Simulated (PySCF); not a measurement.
The same groups moved round the core (butadiene amino+boryl). Gas-phase values, no solvent. One relaxed conformer stands for each flexible species; it need not be the lowest. Strings in code marks are SMILES.

The vertical ionisation energy (Delta-SCF) from two functionals at the same geometries (PBE0-D4/def2-TZVP), both in PySCF: PBE-D3(BJ)/def2-TZVP and B3LYP-D3(BJ)/def2-TZVP. B3LYP has the VWN-RPA correlation part, as in Gaussian. Delta-SCF ions had no search for a lower state. 

```tsv
species	PBE-D3(BJ)/def2-TZVP (eV)
`C=C(C(N)=C)B`	8.08
`B/C(=C/N)C=C`	7.89
`B/C(C=C)=C\N`	7.61
`C(/C=C)(=C\B)N`	8.39
```

Q: What does B3LYP-D3(BJ)/def2-TZVP give for each?

A: 
- `C=C(C(N)=C)B`: 8.11
- `B/C(=C/N)C=C`: 7.89
- `B/C(C=C)=C\N`: 7.61
- `C(/C=C)(=C\B)N`: 8.38
Over these rows, drawn at random from the members with no instability flagged (it was tested for open shells, ions and some series alone), PBE minus B3LYP-D3(BJ): mean -0.01 eV, from -0.04 eV to +0.01 eV.
